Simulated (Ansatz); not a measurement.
Process, species as SMILES: C=[SiH2] (CH2-SiH2) → [SiH2]=[CH] (CH-SiH2) + H atom
B3LYP-D3(BJ)/def2-TZVP geometries, fixed; electronic energies without zero-point terms.
Largest species:
```xyz
6

C     -1.1498    -0.0548    -0.0450
Si     0.5479     0.0261     0.0215
H     -1.7685     0.8316    -0.0996
H     -1.6839    -0.9961    -0.0356
H      1.3979    -1.1745     0.0958
H      1.2833     1.3023     0.0091
```
Charge 0, spin multiplicity 1.

Basis-set convergence of the bond dissociation energy at HF with Ansatz (an electronic-structure program). All functions are spherical. The T1 diagnostic of CCSD is high for at least one species. A restricted Hartree-Fock determinant is unstable towards unrestricted orbitals. An unrestricted Hartree-Fock determinant is markedly spin-contaminated. Open shells are unrestricted. No added dispersion term, no relativity. Functions are those of the species that has most. Reference: the value in aug-pcseg-3, 84.91 kcal/mol, itself unsure by roughly 0.11 kcal/mol (its mean distance from aug-cc-pV(Q+d)Z, cc-pV(5+d)Z, def2-QZVPPD).

| basis | functions | bond dissociation energy (kcal/mol) |
|---|---|---|
| def2-SVP | 52 | 84.55 |
| def2-SVPD | 76 | 85.30 |
| aug-pcseg-1 | 86 | ? |
| def2-TZVP | 92 | ? |
| 6-311++G(2d,2p) | 102 | ? |
| aug-pcseg-2 | 188 | ? |
| aug-cc-pV(T+d)Z | 193 | 84.86 |
| cc-pV(Q+d)Z | 239 | 84.75 |
| cc-pV(5+d)Z | 411 | 84.80 |

### Question
Complete the blanks.

### Answer

- aug-pcseg-1, bond dissociation energy (kcal/mol): 85.93
- def2-TZVP, bond dissociation energy (kcal/mol): 84.50
- 6-311++G(2d,2p), bond dissociation energy (kcal/mol): 85.14
- aug-pcseg-2, bond dissociation energy (kcal/mol): 85.06
